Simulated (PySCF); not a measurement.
C5H3F3.
Geometry (GFN2-xTB, Å), atoms numbered from 1 in this order:
```
atom  x, y, z in Å
F1    -0.656    1.577    1.558
C2     0.243    0.751    0.998
C3    -0.232   -0.597    0.502
C4    -1.157    0.002   -0.535
F5    -1.506   -0.753   -1.589
C6     0.233    0.596   -0.507
C7     0.916   -0.753   -0.470
F8     2.163   -0.823    0.023
H9     1.194    0.818    1.515
H10   -1.995    0.607   -0.207
H11    0.804   -1.424   -1.315
```

Closed-shell single points with PySCF (density fitting; grid level 2 and gas phase unless stated) on one GFN2-xTB geometry.

Problem. Rank these settings by the number of (spherical) basis functions, lowest first.
A. PBE0/def2-SVP
B. OLYP/pcSseg-1, energy threshold 1e-07 Eh
C. OLYP/6-311G**
D. PBE0/IGLO-II, start guess huckel

Solution. A (127), B (151), C (162), D (194).

Problem. Rank these settings by the LUMO energy, lowest first.
A. OLYP/6-311G**
B. PBE0/IGLO-II, start guess huckel
C. OLYP/pcSseg-1, energy threshold 1e-07 Eh

Solution. C (-1.45 eV), A (-1.30 eV), B (-0.82 eV).

All figures of these runs:

```json
{"settings": "OLYP/6-311G**", "basis functions": "162", "SCF cycles": "14", "E (Eh)": "-491.7063", "HOMO (eV)": "-7.11", "LUMO (eV)": "-1.30", "dipole (D)": "0.00"}
{"settings": "PBE0/IGLO-II, start guess huckel", "basis functions": "194", "SCF cycles": "13", "E (Eh)": "-491.3403", "HOMO (eV)": "-8.58", "LUMO (eV)": "-0.82", "dipole (D)": "0.00"}
{"settings": "OLYP/pcSseg-1, energy threshold 1e-07 Eh", "basis functions": "151", "SCF cycles": "8", "E (Eh)": "-491.5369", "HOMO (eV)": "-7.21", "LUMO (eV)": "-1.45", "dipole (D)": "0.00"}
{"settings": "PBE0/def2-SVP", "basis functions": "127", "SCF cycles": "13", "E (Eh)": "-490.8383", "HOMO (eV)": "-8.53", "LUMO (eV)": "-0.71", "dipole (D)": "0.00"}
```

Cycle counts include a coarse-grid stage where the run had one. All basis functions are spherical, in the Pople sets too.
